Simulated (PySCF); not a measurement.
Potential energy of MgZn along the bond

Set-up: Mg def2-SVPD, Zn def2-SVPD; no relativity (PySCF 2.14). Energies in eV from Mg + Zn in their ground configurations at the same level. All curves are PBE0. state 1: ¹Σ⁺ (singlet), closed shell; state 2: triplet, unpaired electrons σ ↑, π ↑, a second solution, started from another occupation; state 3: Ms = 0 determinant of mixed spin (⟨S²⟩ near 1.0), unpaired electrons σ ↑, π ↓, a second solution, started from another occupation.

```json
{"R (Å)": "2.810", "state 1": "-0.0826", "state 2": "1.5179", "state 3": "1.8198"}
{"R (Å)": "2.940", "state 1": "-0.1374", "state 2": "1.6096", "state 3": "1.9296"}
{"R (Å)": "3.071", "state 1": "-0.1657", "state 2": "1.7130", "state 3": "2.0547"}
{"R (Å)": "3.169", "state 1": "-0.1749", "state 2": "1.7921", "state 3": "2.1527"}
{"R (Å)": "3.267", "state 1": "-0.1770", "state 2": "1.8693", "state 3": "2.2509"}
{"R (Å)": "3.365", "state 1": "-0.1740", "state 2": "1.9425", "state 3": "2.3469"}
{"R (Å)": "3.496", "state 1": "-0.1645", "state 2": "2.0322", "state 3": "2.4685"}
{"R (Å)": "3.659", "state 1": "-0.1474", "state 2": "2.1299", "state 3": "2.6062"}
{"R (Å)": "3.855", "state 1": "-0.1236", "state 2": "2.2260", "state 3": "2.7462"}
{"R (Å)": "4.116", "state 1": "-0.0921", "state 2": "2.3220", "state 3": "2.8888"}
```

**Question.** Put a parabola through the three lowest points of the state 1 curve and estimate Re, k and ωe (reduced mass 17.44 u; 1 eV/Å² = 0.16022 mdyn/Å; ωe = 1302.8·√(k/μ) cm⁻¹).

**Answer.** Through R = 3.169, 3.267, 3.365 Å the second-order coefficient is 0.266 eV/Å², so Re ≈ 3.258 Å, k ≈ 0.0851 mdyn/Å and ωe ≈ 91 cm⁻¹. A polynomial fit of higher order to the unrounded PBE0 energies gives Re = 3.253 Å, k = 0.0894 mdyn/Å, ωe = 93.3 cm⁻¹; anharmonicity and rounding make the difference.

The higher-order fit for each curve: state 1: Re = 3.253 Å, ωe = 93.3 cm⁻¹, De = 0.177 eV. State 2 gave no clean fit. State 3 gave no clean fit.

Closed-shell solutions of metal pairs were not tested for spin polarisation, which can lower them a little. The bond is weak. Basis-set superposition, not corrected here, can be much of De in a small basis, most of all at correlated wavefunction levels. Functionals without a dispersion term scatter widely for such bonds, and LDA overbinds them.
